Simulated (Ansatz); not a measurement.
Ansatz (an electronic-structure program) input:

Ansatz 0.2 input:
```yaml
crystal:
  periodic: [false, false, false]
  atoms:
    - {symbol: Si, position_ang: [-0.00156189, -0.00141780, 0.14555614]}
    - {symbol: H, position_ang: [-1.27922820, -0.21348892, -0.69521090]}
    - {symbol: H, position_ang: [0.84127864, -0.99751856, -0.68009374]}
    - {symbol: H, position_ang: [0.45981600, 1.23085671, -0.66248133]}
basis:
  gaussian:
    orbitals: def2-TZVPD
hamiltonian:
  xc: {name: wB97M-V}
total_charge: -1
output: {forces: true}
```

**Question.** Predict the final energy.

**Answer.** -291.24566 Eh (wB97M-V/def2-TZVPD). The basis has 70 functions.
